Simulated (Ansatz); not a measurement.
One change: `CC[N](C)[Al]([Cl])[Cl]` becomes `CC[N](C)[SnH]([F])[Cl]`.

Ansatz, PBE0-D4/def2-TZVP geometries, multiplicity 1. Each molecule was computed in one conformer, which needn't be the lowest.

Elements past krypton have def2 core potentials.

```csv
property,`CC[N](C)[Al]([Cl])[Cl]`
LUMO energy (PBE/def2-TZVPP) / eV,-1.35
size of the dipole moment (ωB97M-V/def2-TZVPP) / D,2.29
HOMO energy (ωB97M-V/def2-TZVPP) / eV,-9.10
HOMO–LUMO gap (ωB97M-V/def2-TZVPP) / eV,10.29
HOMO energy (PBE/def2-TZVPP) / eV,-5.56
size of the dipole moment (PBE/def2-TZVPP) / D,2.35
```

**Question.** Give the same properties after the change, and the shifts. (Best estimate.)

**Answer.** Ansatz gave: 
```tsv
property	`CC[N](C)[SnH]([F])[Cl]`	shift
LUMO energy (PBE/def2-TZVPP) / eV	-2.10	-0.75
size of the dipole moment (ωB97M-V/def2-TZVPP) / D	3.46	1.17
HOMO energy (ωB97M-V/def2-TZVPP) / eV	-9.09	0.01
HOMO–LUMO gap (ωB97M-V/def2-TZVPP) / eV	9.92	-0.37
HOMO energy (PBE/def2-TZVPP) / eV	-5.51	0.05
size of the dipole moment (PBE/def2-TZVPP) / D	3.46	1.11
```

Dipoles are sizes alone; their direction can turn.
